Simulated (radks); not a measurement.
The numbers below are computed, except where a source is named.
Task: These are the eigenvalues of the occupied orbitals of an atom or ion with whole-number occupations (hartree). Code: a radial shooting solver on a logarithmic mesh with Libxc functionals. Model: non-relativistic Kohn-Sham, TPSS, spin-polarised, spherical densities, point nucleus; meta-GGA in the generalised Kohn-Sham scheme.

| orbital | eigenvalue |
|---|---|
| 1s up | -2067.108 |
| 1s down | -2065.755 |
| 2s up | -486.9947 |
| 2s down | -484.8361 |
| 2p up | -479.5497 |

Which element is it, and in what charge state? The configuration may be excited. Open shells, if any, are filled with parallel spins first.

Result: Z = 66, dysprosium, charge +60: Dy60+ in [He] 2s2 2p2. The list shows which subshells hold electrons but not how many an open one holds; the 1s level, -2067.1 hartree, gives Z - s = 64.3 by -(Z - s)^2/2, which with screening narrows Z to a few neighbours, and the depths of the outer levels then fix element, charge and occupations together.
